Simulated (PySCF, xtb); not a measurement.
C2H10OSi3, SMILES [SiH3][C@H]1O[SiH2]C[SiH2]1.

GFN2-xTB (xtb) at its own geometry gives an orbital gap of 4.78 eV and a dipole moment of 1.13 D.

The structure is a stationary point at PBE0-D3(BJ)/def2-SVP. The structure was generated by enumeration; whether it is a known compound was not checked. The values are those of a single conformer.

Problem. What does PBE0/def2-TZVP in PySCF give? (Estimate from the structure and the level; the computed values follow.)

Solution. gap 7.37 eV (levels -7.33 and 0.04 eV), dipole 1.33 D.
